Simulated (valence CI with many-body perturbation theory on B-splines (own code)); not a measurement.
**E1 line list for Tc XII**

Method: configuration interaction combined with many-body perturbation theory (CI+MBPT): four valence electrons over a frozen Dirac-Fock core [Ar] 3d10, radial functions for each j: 11 s, 11 p, 10 d, 8 f, 5 g, 2 h, with the one-electron correlation potential Σ1, the two-electron term Σ2, the three-electron term Σ3, Breit, model QED; selected CI, second order for the rest, scaled by the run's own slope (own B-spline code, finite nucleus).

No measured levels were compared; by estimate levels hold to about 250 cm⁻¹ or 0.2 % of their energy and the worst to 1 %, as in measured heavy ions of charge 2 to 7; those with d or f electrons hold less well. Among the levels kept, up to 630 cm⁻¹ of a level comes from second order outside the variational space, and about a tenth of that is noise between levels of different J, which matters for small intervals.

Lines 151 to 200 of 560 in falling wavelength, among levels below 1053200 cm⁻¹, chosen from the strongest by gf and those to the six lowest levels. Wavelengths and rates use the calculated energies, so an error of 700 cm⁻¹ moves a line at 331.5 Å by 0.23 % and its rate by three times that or more. Electric multipoles are in the length gauge, E1 and E2 with the static RPA response of the core. Weak lines are less certain than strong ones. Lines between different terms over intervals too small for the method are left out, as are lines whose strength nearly cancels. Where a level lies close to another of its J and parity, the split of strength between their lines is uncertain. The highest levels of a list are the least certain.

Names give the largest LS component (configuration and term), which can be under half, so a name can repeat, a term be missing and a line seem to break the LS rules; names also repeat where a configuration has a term twice. Letters in brackets count levels of one name in rising energy.

```tsv
λ vac (Å)	Upper	Lower	A (s⁻¹)	S (a.u.)
331.5	4s 4p2 4d 3D_1 [c]	4s2 4p 4d 3P°_1	5.90e+09	3.18e-01
330.5	4s 4p3 1P°_1	4s2 4p2 1S_0	6.59e+09	3.53e-01
330.3	4p3 4d 3F°_4 [c]	4s 4p2 4d 3G_5	6.76e+09	1.08e+00
329.5	4p3 4d 3F°_2 [b]	4s 4p2 4d 3G_3	5.70e+09	5.03e-01
329.2	4p3 4d 5D°_4	4s 4p2 4d 5F_4	4.21e+09	6.67e-01
327.9	4s 4p2 4d 3P_2 [b]	4s2 4p 4d 3P°_2	2.84e+09	2.47e-01
327.4	4s 4p2 4d 3D_1 [c]	4s2 4p 4d 3P°_0	4.09e+09	2.13e-01
326.8	4p4 1D_2	4s 4p3 3D°_3	2.90e+09	2.50e-01
326.6	4s 4p2 4d 1D_2 [a]	4s2 4p 4d 1D°_2	2.40e+09	2.07e-01
325.3	4p4 3P_1	4s 4p3 3D°_2	6.72e+09	3.43e-01
324.3	4s 4p2 4d 3F_3 [b]	4s2 4p 4d 3F°_3	5.62e+09	6.62e-01
324.2	4p3 4d 5D°_3	4s 4p2 4d 5F_3	3.40e+09	4.00e-01
323.7	4p4 3P_1	4s 4p3 3D°_1	3.95e+09	1.98e-01
323.1	4p3 4d 3F°_4 [a]	4s 4p2 4d 5F_5	2.60e+09	3.90e-01
322.7	4p3 4d 3F°_4 [c]	4s 4p2 4d 3G_4	1.22e+09	1.83e-01
319.6	4s 4p3 3P°_1	4s2 4p2 3P_0	1.63e+09	7.89e-02
319.3	4s 4p2 4d 3D_2 [b]	4s2 4p 4d 3F°_2	4.97e+09	3.99e-01
318.9	4s 4p2 4d 1D_2 [c]	4s2 4p 4d 1P°_1	3.02e+09	2.41e-01
318.2	4p3 4d 5D°_4	4s 4p2 4d 5F_3	1.34e+09	1.91e-01
318.1	4p3 4d 3D°_3 [a]	4s 4p2 4d 5F_4	1.95e+09	2.16e-01
317.1	4p3 4d 3F°_3 [a]	4s 4p2 4d 5F_4	1.77e+09	1.95e-01
316.1	4s 4p2 4d 1P_1 [b]	4s2 4p 4d 3D°_2	6.48e+09	3.03e-01
315.5	4p3 4d 5D°_2	4s 4p2 4d 5F_3	4.65e+09	3.60e-01
315.2	4s 4p2 4d 3F_4 [c]	4s2 4p 4d 3F°_4	1.68e+10	2.34e+00
314.8	4s 4p2 4d 3D_1 [b]	4s2 4p 4d 3F°_2	1.02e+10	4.69e-01
314.7	4s 4p3 1D°_2	4s2 4p2 3P_2	1.87e+09	1.44e-01
313.5	4s 4p2 4d 3F_3 [c]	4s2 4p 4d 3F°_3	2.98e+09	3.17e-01
312.8	4p3 4d 1F°_3 [a]	4s 4p2 4d 1G_4	7.20e+09	7.61e-01
312.5	4p3 4d 5D°_1	4s 4p2 4d 5F_2	6.43e+09	2.90e-01
312.4	4s 4p2 4d 1D_2 [b]	4s2 4p 4d 1D°_2	4.23e+09	3.18e-01
312.3	4s 4p2 4d 1P_1 [a]	4s2 4p 4d 3F°_2	5.08e+09	2.29e-01
311.4	4s 4p2 4d 1D_2 [c]	4s2 4p 4d 1F°_3	1.34e+10	9.95e-01
311.3	4p3 4d 3F°_4 [a]	4s 4p2 4d 5F_4	1.45e+09	1.94e-01
309.7	4s 4p2 4d 3D_2 [d]	4s2 4p 4d 3F°_3	1.33e+10	9.76e-01
309.0	4p3 4d 5D°_2	4s 4p2 4d 5F_2	6.06e+09	4.41e-01
308.8	4p3 4d 5D°_1	4s 4p2 4d 5F_1	7.85e+09	3.42e-01
307.8	4p3 4d 3D°_3 [a]	4s 4p2 4d 5F_3	2.25e+09	2.27e-01
307.7	4s 4p2 4d 3D_3 [d]	4s2 4p 4d 3F°_4	1.97e+10	1.98e+00
307.5	4s 4p2 4d 3P_2 [c]	4s2 4p 4d 3D°_3	2.64e+10	1.90e+00
307.2	4s 4p2 4d 3D_3 [c]	4s2 4p 4d 3F°_3	5.25e+09	5.26e-01
304.7	4s 4p3 1D°_2	4s2 4p2 3P_1	2.56e+08	1.79e-02
304.6	4s 4p2 4d 1D_2 [a]	4s2 4p 4d 3P°_2	5.69e+09	3.97e-01
304.5	4s 4p2 4d 3P_2 [b]	4s2 4p 4d 3F°_3	1.21e+10	8.41e-01
303.4	4s2 4p 4f 3F_2	4s2 4p 4d 1F°_3	9.25e+09	6.38e-01
303.3	4p3 4d 3D°_1 [b]	4s 4p2 4d 3F_2 [a]	5.91e+09	2.44e-01
302.7	4s 4p2 4d 1P_1 [b]	4s2 4p 4d 1D°_2	1.07e+10	4.38e-01
302.6	4s 4p3 3S°_1	4s2 4p2 3P_2	3.73e+10	1.53e+00
301.1	4s 4p2 4d 3F_2 [b]	4s2 4p 4d 3F°_2	7.75e+09	5.22e-01
300.1	4p3 4d 3F°_4 [c]	4s 4p2 4d 3F_4 [a]	1.41e+09	1.70e-01
299.7	4p4 3P_2	4s 4p3 5S°_2	4.56e+08	3.03e-02
```
